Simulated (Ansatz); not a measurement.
Geometry optimisation, Ansatz, UKS BHLYP/def2-SVP.

The input (input.yaml):

```yaml
crystal:
  periodic: [false, false, false]
  atoms:
    - { symbol: Si, position_ang: [-1.411193, 0.806402, -1.154065] }
    - { symbol: Cl, position_ang: [-0.513348, -1.053892, -1.528311] }
    - { symbol: F, position_ang: [-2.548777, 0.952518, -2.264122] }
    - { symbol: F, position_ang: [-0.354224, 1.95688, -1.476175] }
    - { symbol: H, position_ang: [-2.012488, 0.899015, 0.161754] }
    - { symbol: H, position_ang: [1.167937, 0.216978, 1.254451] }
    - { symbol: O, position_ang: [0.633399, 1.00621, 1.115496] }
    - { symbol: H, position_ang: [1.082468, -2.026382, 0.32146] }
    - { symbol: O, position_ang: [1.637107, -1.990168, 1.107281] }
    - { symbol: H, position_ang: [1.218725, 1.618529, 0.66916] }
    - { symbol: H, position_ang: [1.100395, -2.386289, 1.793071] }
magnetization:
  spin_polarized: true
basis:
  gaussian: { orbitals: def2-SVP }
hamiltonian:
  xc: { name: BHLYP }
relax:
  f_tol: 0.03
  max_steps: 50
```

Command:

```bash
$ ansatz run input.yaml --threads 4 --pin off --max-ram 5120MiB --backend cpu --events-out ev --progress --plain --runs-dir out
```

Where does it end, and by what steps?

The run converged. The force dipped under the threshold on the way, but the program's further checks kept it going. After 18 steps the energy has fallen by 0.254 eV; O7 moved furthest, 0.58 Å. Joined: Si1–O7 (3.06 → 2.12 Å).

```
step  energy less start (eV)  largest force component (eV/Å)  accepted
   0                  0.0000                           0.810       yes
   1                 -0.0762                           1.136       yes
   2                 -0.1498                           0.626       yes
   3                 -0.1820                           0.650       yes
   4                 -0.2025                           0.322       yes
   5                 -0.2250                           0.480       yes
   6                 -0.2384                           0.309       yes
   7                 -0.2443                           0.126       yes
   8                 -0.2442                           0.158        no
   9                 -0.2463                           0.024       yes
  10                 -0.2470                           0.039       yes
  11                 -0.2478                           0.034       yes
  12                 -0.2496                           0.091       yes
  13                 -0.2509                           0.104       yes
  14                 -0.2524                           0.136       yes
  15                 -0.2530                           0.135       yes
  16                 -0.2536                           0.102       yes
  17                 -0.2539                           0.055       yes
  18                 -0.2540                           0.019       yes
```

```xyz
11
Properties=species:S:1:pos:R:3
Si -1.100 0.776 -0.830
Cl -0.155 -0.910 -1.630
F -2.327 0.849 -1.881
F -0.372 2.153 -1.248
H -1.844 0.613 0.411
H 0.831 0.009 0.936
O 0.487 0.854 0.578
H 1.028 -1.967 0.353
O 1.309 -1.595 1.192
H 1.231 1.360 0.249
H 0.913 -2.142 1.870
```

Whether the end is a true minimum wasn't checked by a vibrational analysis.

Run time: 100 s on 4 threads of Arm Neoverse N1, on a shared host, peak memory 0.4 GiB.
